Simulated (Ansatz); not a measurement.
Coupled-cluster diagnostics for Si2Se4, Ansatz.

Geometry of the singlet (PBE0-D4/def2-SVP):

Cartesian coordinates in Å:
```
Si 0.2269 0.1137 0.8877
Si 0.0986 -0.8167 -1.9915
Se -1.8044 -0.1915 -0.4758
Se -0.2378 1.5051 -1.0942
Se 1.4892 -1.4360 -0.1671
Se 0.2275 0.8254 2.8410
```

Correlated methods freeze 46 core orbitals; core or outer-core shells of Se are correlated, in sets that lack core-valence functions. Another isomer (singlet) lies 1.07 eV lower at PBE0-D4/def2-TZVP; other spin states weren't run for this one.

**Question.** Estimate the CCSD(T) correlation energy, the shares of MP2 and (T), T1 and the reference's ⟨S²⟩ for: charge 0, singlet, own geometry in def2-SVP; and the rough time on 4 threads of Arm Neoverse V2 on a shared host.

**Answer.** 
```tsv
state	basis	correlation (eV)	MP2 share (%)	(T) share (%)	T1	⟨S²⟩ (pure)	wall time
charge 0, singlet, own geometry	def2-SVP	-31.306	96.3	3.9	0.013	0.00 (0.00)	66 s
```
Customary marks for T1 are 0.02 (closed shells), 0.045 (open shells) and about 0.05 (3d metals). T1 stays under 0.02 throughout.
